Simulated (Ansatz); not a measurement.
`CO[Si](Cl)(Cl)Cl` + `C[BH][GeH3]` → `Cl[Si](Cl)(Cl)[GeH3]` + `CBOC`  (redistribution)

Gas-phase electronic energies from Ansatz, PBE0-D4/def2-TZVP geometries. CCSD(T)/CBS adds triple-zeta CCSD(T) − MP2 to the extrapolated MP2 energy (def2 sets, frozen cores). DFT in def2-TZVPP. For Ge outer-core shells are correlated without core-valence functions, which leaves a few kJ/mol of doubt a bond. Scalar relativity is left out up to krypton. Each species was taken in one conformer, which may not be the lowest.

`CO[Si](Cl)(Cl)Cl`:

```xyz
9

C     1.186    0.181    0.790
O     0.511   -0.549   -0.220
Si   -0.979   -0.266   -0.756
Cl   -2.334   -0.428    0.750
Cl   -1.372   -1.633   -2.186
Cl   -1.128    1.608   -1.529
H     2.169   -0.270    0.918
H     0.641    0.130    1.736
H     1.306    1.228    0.498
```

`C[BH][GeH3]`:

```xyz
10

C     0.018    0.359    1.556
B    -0.322    0.651    0.075
Ge    0.083   -0.663   -1.468
H    -0.631    0.860    2.280
H     1.011    0.830    1.678
H     0.147   -0.691    1.823
H    -0.800    1.711   -0.220
H    -1.245   -1.152   -2.086
H     0.868   -1.915   -1.029
H     0.872    0.010   -2.609
```

`Cl[Si](Cl)(Cl)[GeH3]`:

```xyz
8

Cl    2.352   -0.851   -0.848
Si    0.385   -0.981   -0.311
Cl   -0.665   -1.697   -1.911
Cl    0.229   -2.336    1.210
Ge   -0.446    1.136    0.360
H    -0.308    2.114   -0.813
H    -1.921    0.985    0.752
H     0.373    1.629    1.560
```

`CBOC`:

```xyz
11

C    -1.642    0.985   -0.061
B    -0.499   -0.065   -0.225
O     0.699    0.161    0.349
C     1.770   -0.750    0.240
H    -1.348    1.857    0.525
H    -1.992    1.321   -1.043
H    -2.514    0.521    0.414
H    -0.651   -1.084   -0.855
H     2.620   -0.246   -0.225
H     1.493   -1.622   -0.359
H     2.064   -1.077    1.240
```

CCSD(T)/CBS gives -15.4 kcal/mol.

Another level gave -16.7 kcal/mol. Which?
A. PBE/def2-TZVPP
B. B2PLYP/def2-TZVPP
C. revPBE-D4/def2-TZVPP
D. CCSD(T)/def2-TZVPP

B. B2PLYP -16.7, CCSD(T)/def2-TZVPP -15.5, revPBE-D4 -18.1, PBE -19.7 kcal/mol.

Largest T1 diagnostic among the species: 0.012.

From BLYP to BHLYP (50 % exact exchange), in def2-TZVPP and without D4, ΔE moves by +3.2 kcal/mol. In def2-TZVPP, CCSD(T) changes the Hartree–Fock value by −2.1 kcal/mol (the triples alone add −0.6 kcal/mol) and MP2 by −2.1 kcal/mol.
